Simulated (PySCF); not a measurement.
Gas-phase reaction: SnCl4 + HCl → SnHCl + 4 Cl

Energies from PySCF (xtb for GFN2), thermal terms from the rigid-rotor harmonic-oscillator model, ideal gas at 1 bar. † marks an energy on the PBE0/def2-TZVP geometry and frequencies; other levels use their own. Open shells (unrestricted): Cl (multiplicity 2, electronic degeneracy 6); the rest are closed-shell singlets. GFN2 has no spin-polarisation term. Spin-orbit splitting is ignored; it lowers the true energy and changes the entropy of Cl. B3LYP is the form with VWN-RPA correlation. Sn: scalar-relativistic def2 core potential, no spin-orbit coupling. SnHCl: computed as isolated molecules; such fragments, hydroxides, amides, oligomers or adducts are transient or little studied in the gas. The harmonic model lacks anharmonicity and excited electronic states, which grow with temperature; levels with a mode under 35 cm⁻¹ are left out. Soft modes under 120 cm⁻¹ make the harmonic entropy rough for SnCl4.

ΔH° and ΔS° at 298 K: B3LYP/def2-TZVP† 1014 kJ, 392 J/K; BLYP/def2-TZVP† 997 kJ, 392 J/K; GFN2-xTB 905 kJ, 379 J/K; HF/def2-TZVP† 784 kJ, 392 J/K; M06-2X/def2-TZVP† 1124 kJ, 392 J/K.

With the heat capacities included, give log10 K (1 bar) at 500, 800, 1600, 1800, 2500 K from B3LYP/def2-TZVP†, BLYP/def2-TZVP†, GFN2-xTB, HF/def2-TZVP†, M06-2X/def2-TZVP†.


```tsv
T (K)	B3LYP/def2-TZVP†	BLYP/def2-TZVP†	GFN2-xTB	HF/def2-TZVP†	M06-2X/def2-TZVP†
500	-85.4	-83.7	-74.8	-61.4	-96.9
800	-45.7	-44.7	-39.3	-30.7	-52.9
1600	-12.7	-12.1	-9.8	-5.2	-16.3
1800	-9.0	-8.5	-6.5	-2.3	-12.2
2500	-0.8	-0.4	0.8	4.0	-3.1
```
